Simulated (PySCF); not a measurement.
Input of a run (PBE0-D3(BJ)/def2-SVP geometry optimisation, gas phase, def2 core potentials past Kr (PySCF 2.14.0)), started from GFN2-xTB:
```
{"job": {"xc": "PBE0", "basis": "def2-SVP", "d3": "d3bj", "grid": 1, "maxiter": 30, "kind": "geom"}, "charge": -1, "multiplicity": 1}
Sb     0.000740    -0.003150     0.001110
Cl    -0.021660    -0.008780     2.420330
Cl     0.021320     0.013060    -2.418670
Cl     2.419430     0.009430     0.020560
Cl    -2.419590    -0.005060    -0.021780
Cl    -0.006910     2.416280     0.009640
Cl     0.006670    -2.421790    -0.011180
```

Output (energies in Eh, forces in Eh/bohr):
```
step   0  E = -2999.96418703  max force = 0.005230
step   1  E = -2999.96477870  max force = 0.001457
step   2  E = -2999.96479458  max force = 0.000457
step   3  E = -2999.96476917  max force = 0.000785
step   4  E = -2999.96480404  max force = 0.000178
optimisation converged
```

**Question.** Summarise the run.

**Answer.** The energy falls by 0.017 eV over 5 energy and gradient evaluations, the largest force component goes from 0.0052 to 1.8e-04 Eh/bohr, and the atoms move by 0.018 Å rms after alignment. Among the bonds, Sb1–Cl2, Sb1–Cl3, Sb1–Cl5, Sb1–Cl6 and Sb1–Cl7 change most and about equally (-0.020 to -0.019 Å). Bonds longer at the end by more than 0.005 Å: 0 of 6; shorter: 6. The energy rose by more than 1e-6 Eh at step 3. The first step brought 96 % of the lowering.

**Question.** What are the final bond lengths?

**Answer.** Sb1–Cl2 2.400 Å, Sb1–Cl3 2.400 Å, Sb1–Cl4 2.400 Å, Sb1–Cl5 2.400 Å, Sb1–Cl6 2.401 Å, Sb1–Cl7 2.400 Å. Numbering counts from 1 in the input's order; the species is [SbCl6]-, `[Cl][Sb-]([Cl])([Cl])([Cl])([Cl])[Cl]`.

The run used 134 basis functions and 31 SCF cycles in all.

Stationary, but not proved a minimum. The geometry's basis has no diffuse functions, a weakness for an anion.
